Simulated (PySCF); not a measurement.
Br2GaH2N.

```xyz
6

Ga     0.0000     0.0000    -0.5661
Br     0.0000     1.9702     0.5697
Br     0.0000    -1.9702     0.5697
N      0.0000     0.0000    -2.3571
H      0.0000    -0.8470    -2.9142
H      0.0000     0.8470    -2.9142
```

The structure is a stationary point at r2SCAN-D4/def2-SVP. The structure was generated by enumeration; whether it is a known compound was not checked. One conformer was computed; it need not be the lowest.

All values below come from PBE/pcSseg-1 in PySCF. Non-relativistic, no solvent.

Computed absolute GIAO shielding of each atom: isotropic value and principal components (ppm):
| atom | σ(iso) | σ11 | σ22 | σ33 | span |
|---|---|---|---|---|---|
| Ga1 | 1260.4 | 1041.7 | 1320.1 | 1419.5 | 377.8 |
| Br2 | 2490.4 | 2187.4 | 2403.5 | 2880.1 | 692.7 |
| Br3 | 2490.4 | 2187.4 | 2403.5 | 2880.1 | 692.7 |
| N4 | 195.9 | 139.6 | 193.3 | 254.9 | 115.3 |
| H5 | 28.9 | 21.8 | 24.8 | 40.1 | 18.4 |
| H6 | 28.9 | 21.8 | 24.8 | 40.1 | 18.4 |
